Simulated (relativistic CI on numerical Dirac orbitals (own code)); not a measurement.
Calculated at this level of theory: Dirac-Coulomb-Breit CI, KLI orbitals optimised for each configuration, QED by a radiative potential, unscaled Slater integrals (own radial code, finite nucleus).

Configurations in the expansion (outside the closed core [Ar]): 3d¹⁰4s², 3d¹⁰4s4p, 3d¹⁰4p², 3d¹⁰4s4d, 3d¹⁰4s4f, 3d¹⁰4d², 3d¹⁰4p4d, 3d¹⁰4f², 3d¹⁰4p4f, 3d¹⁰4d4f, 3d¹⁰4s5s, 3d¹⁰4s5p, 3d¹⁰4s5d, 3d¹⁰4s5f, 3d¹⁰4s5g, 3d¹⁰4s6s, 3d¹⁰4s6p, 3d¹⁰4s6d, 3d¹⁰4s6f, 3d⁹4s²4p, 3d¹⁰4s7s, 3d⁹4s²4d, 3d⁹4s²4f, 3d⁹4s²5s, 3d⁹4s²5p, 3d⁹4s²5d. Double excitations out of closed p, d and f shells are left out; levels of such configurations are missing from the list, as are those of other unlisted configurations, and high levels can miss mixing partners. These lack a partner that the ground configuration has and come out too high: 3d⁹4s²4p, 3d⁹4s²4d, 3d⁹4s²4f, 3d⁹4s²5s, 3d⁹4s²5p.

At this charge energies of transitions that change n are usually good to better than 1 %, and those within a shell (Δn = 0) to a few per cent.

Outline of the computed level scheme of Hg LI. Lowest level of each configuration: 3d¹⁰4s² ¹S0 at 0.000 eV; 3d¹⁰4s4p ³P°0 at 99.801 eV; 3d¹⁰4p² ³P0 at 228.759 eV; 3d¹⁰4s4d ³D1 at 431.468 eV; 3d¹⁰4p4d ³F°2 at 536.554 eV; 3d¹⁰4s4f ³F°3 at 650.889 eV; 3d¹⁰4p4f ³G3 at 762.508 eV; 3d¹⁰4d² ³F2 at 871.020 eV.

Some strong electric-dipole decays among the lowest 45 levels: 3d¹⁰4d² ³P0 → 3d¹⁰4p4d ³D°1 (2.9e+12 s⁻¹); 3d¹⁰4p4d ³D°1 → 3d¹⁰4p² ³P0 (2.0e+12 s⁻¹); 3d¹⁰4s4d ³D2 → 3d¹⁰4s4p ³P°1 (1.8e+12 s⁻¹); 3d¹⁰4p² ¹S0 → 3d¹⁰4s4p ¹P°1 (1.7e+12 s⁻¹); 3d¹⁰4d² ³F2 → 3d¹⁰4p4d ³D°1 (1.5e+12 s⁻¹); 3d¹⁰4d² ³P1 → 3d¹⁰4p4d ³P°2 (1.5e+12 s⁻¹); 3d¹⁰4d² ³F2 → 3d¹⁰4p4d ³F°2 (1.4e+12 s⁻¹); 3d¹⁰4p4d ³F°3 → 3d¹⁰4s4d ³D2 (1.3e+12 s⁻¹).

LS names give the leading component of a level, which can be under half, so a name can repeat, a term be missing and a line seem to break the LS rules.
